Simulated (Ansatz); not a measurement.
A set of 12 reactions (ligand exchange), with CCSD(T)/CBS values in kJ/mol:

```csv
reaction,ΔE
`[TeH][SiH]1CC1` + HBr → `Br[SiH]1CC1` + H₂Te,-24.6
`C/C=[CH]\[GaH2]` + `CCO` → `CC[O][GaH2]` + `C=CC`,-64.3
`CN[BH][SnH3]` + `N[SiH3]` → `[SiH3][NH][SnH3]` + `BNC`,-6.0
`[GeH3]/[CH]=[N]/[InH2]` + `O[SiH](F)F` → `F[SiH](F)[O][GeH3]` + `C=[N][InH2]`,-55.3
`C#[C][In]([CH3])[CH3]` + NH₃ → `[CH3][In]([CH3])[NH2]` + `C#C`,16.3
`[SiH3]N[SiH2][GaH2]` + `BO` → `B[O][GaH2]` + `[SiH3]N[SiH3]`,-38.2
`CN[BH][SnH3]` + `[NH2][GaH][NH2]` → `[NH2][GaH][NH][SnH3]` + `BNC`,-7.6
`CCB(N)Cl` + NH₃ → `CCB(N)N` + HCl,11.2
`CO[B](F)[GaH2]` + HBr → `[GaH2][Br]` + `COBF`,-158.9
`[CH3][Hf]([CH3])([CH3])[F]` + H–F → `[CH3][Hf]([CH3])([F])[F]` + CH₄,-236.6
`[CH3][Zr]([CH3])([Cl])[Cl]` + CH₃OH → `C[O][Zr]([CH3])([Cl])[Cl]` + CH₄,-206.5
`N[SiH2][CH2][AlH2]` + `C[SiH2]CS` → `C[SiH2]C[S][AlH2]` + `C[SiH2]N`,-72.7
```

Program: Ansatz. Geometries: PBE0-D4/def2-TZVP. ΔE: electronic, gas phase. CCSD(T)/CBS adds triple-zeta CCSD(T) − MP2 to the extrapolated MP2 energy (def2 sets, frozen cores). This one scheme is used for every species. Double bonds are as drawn, so ΔE can hold a change between cis and trans. DFT in def2-TZVPP. B3LYP here is the variant with VWN-RPA as its local correlation; programs differ in this. def2 core potentials past Kr. For Br, Ga, Ge, Hf, In, Sn, Te, Zr outer-core shells are correlated without core-valence functions, which leaves a few kJ/mol of doubt a bond. Scalar relativity is left out up to krypton. One conformer a species, not always the lowest.

Problem. Give the mean, mean absolute and largest difference (level minus CCSD(T)/CBS, kJ/mol) for: PBE-D4, B3LYP-D4, ωB97X-V, ωB97M-V, PBE, HF/def2-TZVPP, MP2/def2-TZVPP, SCS-MP2/def2-TZVPP, CCSD/def2-TZVPP, CCSD(T)/def2-TZVPP, SCS-MP2/def2-QZVPP, HF/CBS(def2), MP2/CBS(def2), CCSD/CBS(def2). (Estimate.)

Solution. The calculation gave: 
```
             level   mean  mean absolute  largest
            PBE-D4    5.2            6.3     17.8
          B3LYP-D4   -2.9            3.4    -13.4
           ωB97X-V   -3.1            4.2    -14.6
           ωB97M-V   -1.5            2.9     -9.9
               PBE    4.5            6.1     13.8
     HF/def2-TZVPP  -13.4           16.5    -44.1
    MP2/def2-TZVPP   -2.6            4.4    -10.7
SCS-MP2/def2-TZVPP   -5.4            6.8    -19.4
   CCSD/def2-TZVPP   -2.1            4.0     -9.8
CCSD(T)/def2-TZVPP   -1.0            2.8      7.1
SCS-MP2/def2-QZVPP   -5.1            5.7    -17.7
      HF/CBS(def2)  -14.3           17.4    -46.8
     MP2/CBS(def2)   -1.6            3.0     -8.0
    CCSD/CBS(def2)   -1.0            1.9     -4.3
```

The largest T1 diagnostic in the set is 0.016, for `B[O][GaH2]` (customary mark 0.02).

CCSD(T)/CBS is a level of theory with its own doubt, and the functionals carry their triple-zeta basis error, so these figures describe this set and don't rank the functionals.
